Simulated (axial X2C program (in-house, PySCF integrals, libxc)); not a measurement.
## Low determinants of ScB⁺ at the PBE0 level, with spin–orbit coupling

Calculated with an in-house relativistic program for diatomic molecules. Two-component (2c) means X2C with spin–orbit coupling and atomic mean-field two-electron Coulomb and Gaunt terms. Basis: Sc dyall-cv3z [10s11p7d5f2g], B dyall-v3z [7s6p2d1f] (cores contracted in-house); Gaussian nuclei, density fitting, unrestricted open shells. Masses: Sc 44.956 u, B 11.009 u.

Search at 2.110 Å (vertical energies from the lowest determinant):

```
ΔE (eV)    state  electrons beyond evenly filled partner blocks  electrons in ±ω = 1/2, 3/2, 5/2, 7/2
   0.00  Ω = 3/2                                        ω = 3/2                              20 5 0 0
   0.36  Ω = 1/2                          2 × ω = -1/2, ω = 3/2                              20 5 0 0
   0.85  Ω = 1/2                                        ω = 1/2                              21 4 0 0
   0.87  Ω = 1/2                                        ω = 1/2                              19 6 0 0
   0.97  Ω = 5/2                           2 × ω = 1/2, ω = 3/2                              20 5 0 0
   1.19  Ω = 5/2                                        ω = 5/2                              20 4 1 0
   1.26  Ω = 7/2                     ω = -1/2, ω = 3/2, ω = 5/2                              19 5 1 0
```

Lowest determinant, Ω = 3/2 (⟨Sz⟩ = 1.50, ⟨Lz⟩ = 0.00 at PBE0): Re = 2.108 Å, ωe = 536.5 cm⁻¹.

The determinant in row 2 of the search, Ω = 1/2 (⟨Sz⟩ = 0.50, ⟨Lz⟩ = 0.00 at PBE0), was followed along the bond at PBE0; measured from the minimum of the lowest determinant it gives:

Te = 0.357 eV (2882 cm⁻¹), Re = 2.078 Å, ωe = 549.5 cm⁻¹.

(1) Compare the bond of the determinant in row 2 with that of the lowest one.

The search compares states at one distance, so a state with another bond length can lie lower; it is not exhaustive and yields mostly the lowest determinant of each block pattern, so other components and higher states of one pattern are missing. These are energies of single determinants, not of spin-adapted states; PBE0 term energies can be off by some tenths of an eV, and the functional has no current term. The lowest determinant need not be the ground state where others lie within half an eV.

Answers

(1) At PBE0 its Re is 0.030 Å shorter and its force constant, which goes as ωe², is 1.05 times that of the lowest determinant. This determinant mixes spin states, so it has no term energy of its own.
